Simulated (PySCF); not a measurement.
Z-matrix (Å, degrees):
```
V
O 1 1.5706
N 1 1.8536 2 108.42
H 3 1.0248 1 124.10 2 0.03
H 3 1.0262 4 110.62 1 179.80
N 1 1.8536 2 108.41 3 -119.98
H 6 1.0249 1 124.08 2 0.03
H 6 1.0262 7 110.62 1 179.85
N 1 1.8536 2 108.44 6 -120.00
H 9 1.0248 1 124.13 2 0.11
H 9 1.0262 10 110.62 1 179.92
```
Charge 0, spin multiplicity 1.

Q: What charge on the central atom (Mulliken), LUMO and dipole moment does PBE-D3(BJ)/def2-TZVP // BP86-D3(BJ)/def2-SVP (PySCF 2.14.0) give?

A: 
charge on the central atom (Mulliken): 1.38 e
LUMO: -2.30 eV
dipole moment: 3.02 D
